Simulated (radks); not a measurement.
Results of a calculation; reference values are marked as such.
Ionisation of neutral mercury, [Hg], to Hg+, [Xe] 4f14 5d10 6s1, under several functionals. Non-relativistic Kohn-Sham, spin-polarised, spherical densities, point nucleus; open shells are filled with parallel spins first (spin-orbit coupling, left out, can overturn this in heavy ions); a radial shooting solver on a logarithmic mesh with Libxc functionals.

functional	E(Hg) (hartree)	Exc (hartree)	IE (eV)	-e(HOMO) (eV)	<r> HOMO (bohr)	IE error (eV)
exchange-only B88	-18409.2458	-345.3242	7.695	4.626	3.168	-2.742
BLYP	-18413.5892	-349.7073	8.557	5.276	3.114	-1.880
LDA (Slater exchange, VWN5 correlation)	-18404.2742	-340.3304	8.824	5.582	3.075	-1.613
OLYP	-18419.9052	-356.2774	8.143	4.939	3.147	-2.294
LDA (Slater exchange, Perdew-Zunger correlation)	-18404.2473	-340.3031	8.849	5.589	3.075	-1.589
LDA (Slater exchange, Perdew-Wang correlation)	-18404.2404	-340.2962	8.829	5.582	3.075	-1.608
PW91	-18414.4379	-350.5828	8.533	5.357	3.102	-1.905

NIST Atomic Spectra Database: 10.438 eV (measured). Closest: LDA (Slater exchange, Perdew-Zunger correlation). The Delta-SCF values span 1.15 eV, the total energies 15.66 hartree. The highest occupied level is 6s. Relativity is left out here, which matters for elements this heavy.
